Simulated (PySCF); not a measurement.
Coordinates in bohr (charge 0 multiplicity 1):
```
Ir    0.0000    0.0000   -0.0205
O     0.0000    3.4985   -0.0246
O    -3.0298   -1.7492   -0.0246
O     3.0298   -1.7492   -0.0246
H     0.0000    4.1605    1.6966
H    -3.6031   -2.0802    1.6966
H     3.6031   -2.0802    1.6966
```

All numbers come from B3LYP/[Ir def2-SVP with ECP60, O def2-SVP, H def2-SVP], scalar-relativistic core potentials, density fitting, no spin–orbit coupling, PySCF.

This geometry of Ir(OH)₃ is a stationary point at this level.

(1) What is the point group?

(2) Is it a minimum?

(3) Give the ideal-gas entropy at 298.15 K and 1 bar by parts.

(4) What is the atomisation energy, with and without zero-point energy?

Answers

(1) C3v.

(2) Yes: all harmonic wavenumbers are real.

(3) translation 177.4, rotation 98.6, vibration 36.0, spin 0.0; total 311.9 J/(mol K).

(4) 2344 kJ/mol without, 2232 kJ/mol with.

Stability towards spin polarisation was not tested. Other isomers or separated fragments may lie lower. No spin–orbit coupling is included, which matters more the heavier the element.
